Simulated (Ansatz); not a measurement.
Isomers of Ge14NH24 (doublet), relaxed with PBE-D4/def2-SVP; total energies from Ansatz at PBE0-D4/def2-TZVP.

| isomer | description | energy (Eh) |
| --- | --- | --- |
| A | point group Cs; 14 × Ge–Ge 2.44 to 2.45 Å; 3 × Ge–N 1.90 to 1.92 Å; 24 × Ge–H 1.55 to 1.58 Å | -29143.79198 |
| B | point group not assigned; 15 × Ge–Ge 2.44 to 2.45 Å; 2 × Ge–N 1.89 Å; 23 × Ge–H 1.55 to 1.58 Å; 1 × H–N 1.03 Å | -29143.81160 |

Single mean-field runs in def2-TZVP are fitted with def2-universal-jkfit.

Problem. Work out the relative energies (1 Eh = 2625.5 kJ/mol) and the Boltzmann populations at 1200 K from electronic energies alone (R = 8.314 J/mol/K).

Solution. ΔE: A 51.5, B 0.0 kJ/mol. RT = 9.98 kJ/mol. Factors exp(−ΔE/RT): A 0.00574, B 1; sum 1.006. Populations: A 0.6 %, B 99.4 %. Zero-point energy, vibrational entropy and symmetry numbers are left out and can shift these; an error of 4 kJ/mol changes a ratio by a factor of 1.5. Over the other density-functional and correlated levels in def2 sets, the gap between B and A ranges from 47 to 52 kJ/mol.
